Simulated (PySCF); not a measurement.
Work out the structure from these simulated measurements.

Formula: C6H4BClF2.

| Property | Result |
| --- | --- |
| UV, first state | lowest singlet excitation: 4.86 eV (255 nm, f = 0.047) [TDDFT CAM-B3LYP/def2-SVPD] |
| Dipole | 3.22 D [CAM-B3LYP/def2-SVPD] |
| Polarisability | 94.7 au [CAM-B3LYP/def2-SVPD] |
| UV, strongest line | among the 10 lowest singlet transitions: S3 at 6.44 eV (193 nm, f = 0.628) [TDDFT CAM-B3LYP/def2-SVPD] |
| Rotational structure | rotational constants A, B, C: 1.439, 1.087, 0.620 GHz [PBE0-D3(BJ)/def2-SVP] |
| NMR, other nuclei | isotropic shieldings of nuclei other than C and H, by class: 89 (1 B), 303 (2 F), 776 (1 Cl) ppm [GIAO HF/pcSseg-1] |
| 13C NMR | chemical shifts (computed TMS as zero) by class: 157.6 (1 C), 150.5 (1 C), 145.5 (1 C), 136.5 (1 C), 131.4 (1 C), 126.5 (1 C) ppm [GIAO HF/pcSseg-1] |
| 1H NMR | chemical shifts (computed TMS as zero) by class: 8.35 (1 H), 7.83 (1 H), 7.65 (1 H), 7.46 (1 H) ppm [GIAO HF/pcSseg-1] |

Gas-phase values; electronic properties from PySCF, density fitting. Levels stand in brackets. Geometry: PBE0-D3(BJ)/def2-SVP; no solvent, vibrations or thermal averaging. Each NMR value is the plain mean over a class of atoms that symmetry, rotation or inversion makes alike.

Task: What is the compound? Reason from the data.

Result: Numbering: `[F:1][B:2]([F:3])[c:4]1[cH:5][cH:6][cH:7][cH:8][c:9]1[Cl:10]`. 6 carbons fall into 6 classes; from least to most shielded: aromatic C–Cl carbon [C9] (157.6 ppm), aromatic CH carbon [C5] (150.5 ppm), aromatic CH carbon [C7] (145.5 ppm), aromatic CH carbon [C8] (136.5 ppm), aromatic CH carbon [C6] (131.4 ppm), substituted aromatic carbon [C4] (126.5 ppm). Hydrogen classes from least to most shielded: 1 H on an aromatic CH carbon, C5 (8.35 ppm), 1 H on an aromatic CH carbon, C7 (7.83 ppm), 1 H on an aromatic CH carbon, C8 (7.65 ppm), 1 H on an aromatic CH carbon, C6 (7.46 ppm). The other shieldings belong to: 89 ppm, three-coordinate boron [B2]; 303 ppm, boron-bound fluorine [F1/F3]; 776 ppm, aryl chlorine [Cl10]. S1 is mainly HOMO→LUMO (weight 0.80); the largest Löwdin shares of the orbital it empties are 0.25 on the aryl chlorine, 0.19 on an aromatic CH carbon, 0.18 on the aromatic C–Cl carbon and 0.11 on an aromatic CH carbon, of the orbital it fills 0.17 on the substituted aromatic carbon, 0.17 on an aromatic CH carbon, 0.15 on the three-coordinate boron and 0.12 on the aromatic C–Cl carbon. By its constants the optimised geometry is an asymmetric top. Structure: `FB(F)C1=CC=CC=C1Cl`. Computed isomers that give other values at the same levels: `FB(F)c1cccc(Cl)c1` (rotational constant A: 2.150 GHz; this holds for the one conformer computed); `FB(F)c1ccc(Cl)cc1` (rotational constant A: 3.679 GHz; this holds for the one conformer computed). The assignments are read from this structure; whether some other isomer fits the data as well wasn't checked.

Shape of the structure used: `[F:1][B:2]([F:3])[c:4]1[cH:5][cH:6][cH:7][cH:8][c:9]1[Cl:10]`: F1–B2–C4–C5 2°.
